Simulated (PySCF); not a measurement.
The electron affinity along group 10

All values are computed (PySCF 2.14, energy differences of UHF-based or UKS calculations, no spin-orbit coupling). Values in eV. The last column holds reference values (measured affinities from photodetachment; the arrow runs from anion to atom). Unmarked ones compare directly (S terms, centres of terms, or small fine structure); those marked * lie between the lowest fine-structure levels and include a spin-orbit shift.

```csv
element,configurations,UHF,MP2 (valence),SCS-MP2 (valence),reference
"Ni (aug-cc-pwCVTZ, non-relativistic)",[Ar] 3d9 4s2 → [Ar] 3d8 4s2,-1.454,1.570,1.268,1.157 *
"Pd (aug-cc-pwCVTZ-PP with ECP28MDF, ECP)",[Kr] 4d10 5s1 → [Kr] 4d10,-0.238,0.232,0.154,0.562
"Pt (aug-cc-pwCVTZ-PP with ECP60MDF, ECP)",[Xe] 4f14 5d9 6s2 → [Xe] 4f14 5d9 6s1,0.436,1.933,1.948,2.125 *
```

The highest occupied level of the anion is positive for Pd⁻ at UHF, so there the basis helps to hold the electron.

"Valence" correlates the outer s and p shells and, in groups 3 to 12 and the f block, the outer d or f shell, open or full, or the next shell where the ion has no valence electron left; the wider scheme adds the next inner shell.
